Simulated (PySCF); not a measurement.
Ligands exchanged one at a time, Al H-OH. Gas-phase values, no solvent. One relaxed conformer stands for each flexible species; it need not be the lowest. Strings in code marks are SMILES.

Calculation: PySCF with PBE-D3(BJ)/def2-TZVP // TPSSh-D3(BJ)/def2-TZVP. Excitations are Tamm–Dancoff values on a coarser integration grid. The basis has no diffuse functions, so Rydberg states are missing or too high.

```
species                                         S1 excitation (TDA) (eV)  S1–T1 gap (TDA) (eV)  S1 oscillator strength
----------------------------------------------  ------------------------  --------------------  ----------------------
0 of 3 H replaced by OH (`[AlH3]`)                                     –                     –                       –
1 of 3 H replaced by OH                                             5.14                  0.37                     [?]
2 of 3 H replaced by OH                                             6.47                  0.28                   0.000
3 of 3 H replaced by OH (`[OH][Al]([OH])[OH]`)                      6.02                   [?]                   0.000
```

What belongs in the gaps?


- 1 of 3 H replaced by OH, S1 oscillator strength: 0.000
- 3 of 3 H replaced by OH (`[OH][Al]([OH])[OH]`), S1–T1 gap (TDA) (eV): 0.24
